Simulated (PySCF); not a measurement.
Species: [Y(H2O)6]3+ (charge +3 and singlet state).
Geometry (PBE0-D3(BJ)/def2-SVP, Å), atoms numbered from 1 in this order:
```xyz
19
H12O6Y angstrom
Y      0.0021    0.0001    0.0024
O      0.1213    0.1339    2.3116
H      0.0764    0.9345    2.8693
H      0.2196   -0.5974    2.9516
O     -0.1342   -0.1300   -2.3070
H     -0.1912    0.6047   -2.9481
H     -0.1558   -0.9331   -2.8624
O      2.3118    0.0897   -0.1428
H      2.9570    0.1803    0.5850
H      2.8636    0.0635   -0.9484
O     -2.3084   -0.0990    0.1456
H     -2.8600   -0.1010    0.9516
H     -2.9537   -0.1646   -0.5846
O     -0.1247    2.3115   -0.1040
H     -0.9275    2.8676   -0.0960
H      0.6088    2.9533   -0.1686
O      0.1219   -2.3076    0.1232
H     -0.6118   -2.9461    0.2135
H      0.9221   -2.8668    0.0928
```

Method: PySCF 2.14.0, PBE0-D3(BJ)/def2-SVP geometry optimisation, gas phase, def2 core potentials past Kr.

**Question.** Which atoms are bound to Y1, and at what distances?

**Answer.** 6 atoms: O17 2.314 Å, O8 2.316 Å, O2 2.316 Å, O5 2.317 Å, O11 2.317 Å, O14 2.317 Å. The nearest atom not counted as bound is H19, at 3.01 Å (others tie with it).

**Question.** List the angles at Y1.

**Answer.** 
```tsv
angle	degrees	distance of the outer atoms (Å)
O8–Y1–O11	179.8	4.63
O14–Y1–O17	179.6	4.63
O2–Y1–O5	179.6	4.63
O8–Y1–O14	90.8	3.30
O2–Y1–O8	90.5	3.29
O5–Y1–O14	90.4	3.29
O11–Y1–O17	90.3	3.28
O2–Y1–O17	90.2	3.28
O5–Y1–O11	90.0	3.28
O5–Y1–O17	89.9	3.27
O5–Y1–O8	89.9	3.27
O2–Y1–O11	89.6	3.26
O2–Y1–O14	89.5	3.26
O11–Y1–O14	89.5	3.26
O8–Y1–O17	89.4	3.26
```

**Question.** What is the shape at Y1?

**Answer.** Octahedral: the three widest angles are 179.8°, 179.6° and 179.6°, the others run from 89.4° to 90.8°.

**Question.** What are the other bond lengths?

**Answer.** O2–H3 and 11 like bonds 0.977 Å.

Charge +3, singlet. No counter-ion or solvent screens the charge of this multiply charged ion. Not checked by PBE0-D3(BJ)/def2-SVP frequencies.

The run took 2.7 min wall on Arm Neoverse V2, one thread, shared host with 96 logical CPUs at a one-minute load of 34, and the process peaked at 0.73 GiB of memory. These figures are those of the optimisation.
